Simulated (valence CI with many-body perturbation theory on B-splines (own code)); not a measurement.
## Ta40+: magnetic and hyperfine properties of the levels

Computed by configuration interaction combined with many-body perturbation theory (CI+MBPT): five valence electrons over a frozen Dirac-Fock core [Ar] 3d10, radial functions for each j: 9 s, 9 p, 8 d, 6 f, 3 g, 1 h, with the one-electron correlation potential Σ1 (screened to all orders), the two-electron term Σ2, the three-electron term Σ3, Breit, model QED; selected single and double excitations, second order for the rest (own B-spline code, finite nucleus).

The last digits are not significant, and no measured levels were compared; by estimate large intervals hold to a few tenths of a per cent, small ones and those within an open d or f shell to about a per cent. Among the levels kept, up to 270 cm⁻¹ of a level comes from second order outside the variational space, and about a tenth of that is noise between levels of different J, which matters for small intervals.

A/g_I is the dipole constant over the nuclear g factor μ/I (μ in nuclear magnetons, uniformly magnetised nucleus), B/Q the quadrupole constant per barn. Both hold the static response of the core; the bare values leave it out. Large factors of s and p1/2 electrons are usually good to 5 to 10 %; those of open d and f shells near neutrality can be off by tens of per cent, and small factors of p3/2, d and f electrons come from cancelling terms and can be off by a factor of two or in sign, in half-filled shells by more. B is blank for J = 1/2, where it vanishes, and for nearly pure S terms. Energies count from the lowest level.

Levels are named by their leading jj configuration (3d3/2^4 stands for four electrons in 3d with j = 3/2), which in mixed levels can hold well under half, so a name can repeat and another be missing. Letters in brackets count levels of one name in rising energy.

```csv
Level,E (cm⁻¹),g,A/g_I (MHz),A/g_I bare,B/Q (MHz/b),B/Q bare
(4s^2 4p1/2^2 4p3/2) J=3/2,0,1.367,52000,49900,100000,96700
(4s^2 4p1/2 4p3/2^2) J=3/2,665190,1.454,-26000,-25700,13100,12600
(4s^2 4p1/2 4p3/2^2) J=5/2,708360,1.195,135000,130000,-375,-350
(4s^2 4p1/2 4p3/2^2) J=1/2,762610,0.659,458000,444000,,
(4s^2 4p1/2^2 4d3/2) J=3/2,1211400,0.791,22100,22200,13200,13100
(4s^2 4p1/2^2 4d5/2) J=5/2,1372300,1.351,150000,145000,2020,2130
(4s^2 4p3/2^3) J=3/2,1435500,1.301,55400,53300,-113000,-109000
(4s 4p1/2^2 4p3/2^2) J=5/2,1478300,1.333,178000,172000,43900,42600
(4s 4p1/2^2 4p3/2^2) J=1/2,1553300,2.121,1340000,1290000,,
(4s 4p1/2^2 4p3/2^2) J=3/2,1570600,1.169,-188000,-181000,-23700,-23000
(4s^2 4p1/2 4p3/2 4d3/2) J=5/2 [a],1873600,0.963,103000,99800,-15000,-14300
(4s^2 4p1/2 4p3/2 4d3/2) J=3/2 [a],1875000,0.917,89800,87500,-64400,-62200
(4s^2 4p1/2 4p3/2 4d3/2) J=1/2 [a],1877900,0.213,170000,166000,,
(4s^2 4p1/2 4p3/2 4d3/2) J=7/2,1916800,1.049,98400,95500,100000,97200
(4s^2 4p1/2 4p3/2 4d5/2) J=3/2 [a],2022600,1.473,74200,72200,-51800,-50000
(4s^2 4p1/2 4p3/2 4d5/2) J=7/2 [a],2024700,1.310,-20900,-19900,115000,112000
(4s^2 4p1/2 4p3/2 4d3/2) J=5/2 [b],2030400,1.209,10600,10600,81800,79300
(4s^2 4p1/2 4p3/2 4d3/2) J=3/2 [b],2039900,1.193,18400,17800,10800,10300
(4s^2 4p1/2 4p3/2 4d3/2) J=1/2 [b],2046000,1.675,217000,209000,,
(4s^2 4p1/2 4p3/2 4d5/2) J=5/2 [a],2056100,1.185,164000,159000,-80200,-77500
(4s^2 4p1/2 4p3/2 4d5/2) J=9/2,2072600,1.196,73800,71700,103000,100000
(4s^2 4p1/2 4p3/2 4d5/2) J=3/2 [b],2174800,1.114,80600,78600,-20300,-19600
(4s^2 4p1/2 4p3/2 4d5/2) J=7/2 [b],2175900,1.109,84700,82200,13600,13400
(4s^2 4p1/2 4p3/2 4d5/2) J=5/2 [b],2178000,1.218,-4080,-3690,14800,14600
(4s^2 4p1/2 4p3/2 4d5/2) J=1/2,2188200,1.379,-226000,-218000,,
(4s^2 4p1/2 4p3/2 4d5/2) J=3/2 [c],2217900,1.248,167000,162000,-54800,-53100
(4s 4p1/2 4p3/2^3) J=5/2,2255700,1.265,302000,292000,-112000,-109000
(4s 4p1/2 4p3/2^3) J=3/2,2328700,1.088,85700,82900,2960,2920
(4s 4p1/2 4p3/2^3) J=1/2,2333900,1.248,-351000,-339000,,
(4s 4p1/2^2 4p3/2 4d3/2) J=5/2 [a],2624700,1.277,207000,201000,35700,34500
(4s 4p1/2^2 4p3/2 4d3/2) J=3/2 [a],2632000,1.343,173000,167000,-4010,-4060
(4s 4p1/2^2 4p3/2 4d3/2) J=1/2 [a],2632400,2.529,752000,727000,,
(4s 4p1/2^2 4p3/2 4d3/2) J=7/2,2649600,1.291,211000,204000,93700,90800
(4s^2 4p3/2^2 4d3/2) J=3/2 [a],2692800,1.179,37900,36600,-44400,-43200
(4s^2 4p3/2^2 4d3/2) J=1/2,2695400,1.556,66100,62300,,
(4s^2 4p3/2^2 4d3/2) J=5/2,2699100,1.195,55800,54200,-9910,-9670
(4s 4p1/2^2 4p3/2 4d3/2) J=5/2 [b],2709100,0.891,-14100,-13100,29200,28100
(4s^2 4p3/2^2 4d3/2) J=7/2,2716500,1.157,42200,41100,21300,20900
(4s 4p1/2^2 4p3/2 4d3/2) J=3/2 [b],2726200,0.983,52000,50800,-60000,-58000
(4s^2 4p3/2^2 4d5/2) J=7/2,2753800,1.195,30200,29300,9780,9740
```

**Question.** Take the isotope of mass number 181, with I = 7/2, μ = 2.365 μN and Q = 3.17 b. What is the hyperfine structure of (4s^2 4p1/2 4p3/2^2) J=5/2?

**Answer.** From the table A = 91100 MHz, B = -1190 MHz. Shifts from the centre of gravity in MHz: F = 1: -1030000, F = 2: -843000, F = 3: -569000, F = 4: -205000, F = 5: 251000, F = 6: 797000.
